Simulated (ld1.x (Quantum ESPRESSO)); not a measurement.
Sm (Z = 62): variants of one TM semilocal potential

Base potential:

ld1.x (Quantum ESPRESSO) 7.5 input, shortened:

```
&input
   title='Sm', zed=62., rel=1, dft='PBESOL', iswitch=3,
   config='[Xe] 4f6 5d0 6s2 6p0'
 /
 &inputp
   pseudotype=1, tm=.true., lloc=1,
   nlcc=.false.
 /
4
6S  1  0   2.00   0.00  3.90  3.90  0.0
5D  3  2   0.00   0.00  3.35  3.35  0.0
4F  4  3   6.00   0.00  0.70  0.70  0.0
5P  2  1   6.00   0.00  2.60  2.60  0.0
 &test
   configts(1)='4f6 5p6 5d0 6s2 6p0'
 /
```

Cutoffs, loose and tight: the cutoffs (Ry, on a coarse ladder) from which the occupation-weighted sum of valence levels, in a spherical-Bessel basis at the reference potential, stays within 10 and 1 mRy of its value at 400 Ry. They do not see the model core or the augmentation charge, which bear on the density cutoff. Test errors are all-electron minus pseudo excitation energies from the reference, over the configurations 4f6 5p6 5d0 6s1 6p0; 4f6 5p6 5d0 6s0 6p0; 4f5 5p6 5d0 6s0 6p0; 4f4 5p6 5d0 6s0 6p0; 4f7 5p6 5d0 6s0 6p0; 4f6 5p6 5d0 6s1.5 6p0; 4f6 5p6 5d0 6s0 6p1. A dash means not determined; rows that change the core or the reference have their own tests. The largest error is taken over the tests solved by every variant that gives reliable tests at all: 4f4 5p6 5d0 6s0 6p0; 4f5 5p6 5d0 6s0 6p0; 4f6 5p6 5d0 6s0 6p0; 4f6 5p6 5d0 6s1 6p0; 4f6 5p6 5d0 6s1.5 6p0; 4f7 5p6 5d0 6s0 6p0.

A true bound ghost makes a file unfit for plane-wave use even where its test errors are small: the radial tests pick states by their node count and pass the ghost by.

Cutoffs are not given where the Bessel-basis levels miss the radial ones by over 6 mRy, ghosts where they miss by over 20 mRy; a channel whose overlap is not positive is not tested.

In the semilocal form every listed channel keeps its own potential, so the choice of the local channel does not act on these tests. It acts once the file is put into the separable form.

A semilocal file is local in each channel, so a ghost entry of none says nothing of the separable form that plane-wave codes build from it.

```csv
change,outcome,"cutoff, loose","cutoff, tight",bound ghosts,largest test error (meV)
base,generated,over 300 Ry,over 300 Ry,none,+334
core correction a·sin(br)/r model core inside 0.84 bohr,generated,over 300 Ry,over 300 Ry,none,-222
"form changed from semilocal to separable (Kleinman–Bylander), still TM; local potential the d channel",generated,–,–,s,-342
wave 4f (bound): rc 0.70 bohr becomes 4f (bound): rc 0.74 bohr,generated,–,–,none,+327
wave 6s (bound): rc 3.90 bohr becomes 6s (bound): rc 4.34 bohr,generated,over 300 Ry,over 300 Ry,none,-171
functional LDA (PZ),generated,over 300 Ry,over 300 Ry,none,+368
wave 5p (bound): rc 2.60 bohr becomes 5p (bound): rc 3.80 bohr,generated,over 300 Ry,over 300 Ry,none,+244
wave 5d (bound): rc 3.35 bohr becomes 5d (bound): rc 4.98 bohr,generated,over 300 Ry,over 300 Ry,none,+334
wave 6s (bound): rc 3.90 bohr becomes 6s (bound): rc 4.24 bohr,generated,over 300 Ry,over 300 Ry,none,+200
wave 5p (bound): rc 2.60 bohr becomes 5p (bound): rc 2.34 bohr,generated,over 300 Ry,over 300 Ry,none,-215
wave 5p (bound): rc 2.60 bohr becomes 5p (bound): rc 3.84 bohr,generated,over 300 Ry,over 300 Ry,none,-213
```
